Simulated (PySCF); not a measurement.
# Nb (niobium, neutral) across methods

[Kr] 4d4 5p1, one real determinant (an excited configuration). Calculation: PySCF 2.14, in aug-cc-pVTZ-PP with one added diffuse shell each of s, p, d, f, g type with ECP28MDF (7s7p6d4f3g, 113 functions); scalar relativity through the core potential.

```json
{"method": "r2SCANh", "E (hartree)": "-56.5481", "mean ε 4p β (eV)": "-35.301", "mean ε 4d α (eV)": "-5.422", "mean ε 5p α (eV)": "-2.353", "Σ⟨r²⟩ (bohr²)": "65.18", "⟨S²⟩": "8.752"}
{"method": "PBE", "E (hartree)": "-56.5434", "mean ε 4p β (eV)": "-33.998", "mean ε 4d α (eV)": "-4.773", "mean ε 5p α (eV)": "-2.168", "Σ⟨r²⟩ (bohr²)": "65.79", "⟨S²⟩": "8.751"}
{"method": "wB97X-V", "E (hartree)": "-56.4781", "mean ε 4p β (eV)": "-38.780", "mean ε 4d α (eV)": "-8.113", "mean ε 5p α (eV)": "-3.633", "Σ⟨r²⟩ (bohr²)": "67.14", "⟨S²⟩": "8.751"}
{"method": "r2SCAN", "E (hartree)": "-56.5597", "mean ε 4p β (eV)": "-34.563", "mean ε 4d α (eV)": "-4.944", "mean ε 5p α (eV)": "-2.208", "Σ⟨r²⟩ (bohr²)": "64.94", "⟨S²⟩": "8.752"}
{"method": "UHF", "E (hartree)": "-56.05099", "mean ε 4p β (eV)": "-41.319", "mean ε 4d α (eV)": "-9.336", "mean ε 5p α (eV)": "-3.372", "Σ⟨r²⟩ (bohr²)": "70.88", "⟨S²⟩": "8.754"}
{"method": "PBE0", "E (hartree)": "-56.5280", "mean ε 4p β (eV)": "-36.057", "mean ε 4d α (eV)": "-5.994", "mean ε 5p α (eV)": "-2.555", "Σ⟨r²⟩ (bohr²)": "66.20", "⟨S²⟩": "8.751"}
{"method": "LDA", "E (hartree)": "-56.3840", "mean ε 4p β (eV)": "-34.055", "mean ε 4d α (eV)": "-4.851", "mean ε 5p α (eV)": "-2.232", "Σ⟨r²⟩ (bohr²)": "65.14", "⟨S²⟩": "8.750"}
{"method": "MN15", "E (hartree)": "-56.4141", "mean ε 4p β (eV)": "-36.823", "mean ε 4d α (eV)": "-6.506", "mean ε 5p α (eV)": "-2.768", "Σ⟨r²⟩ (bohr²)": "67.06", "⟨S²⟩": "8.751"}
```

⟨L²⟩ = 8.02 against 12 for a pure F term, so this real determinant mixes terms. Energies and moments cover only the electrons outside the core potential.
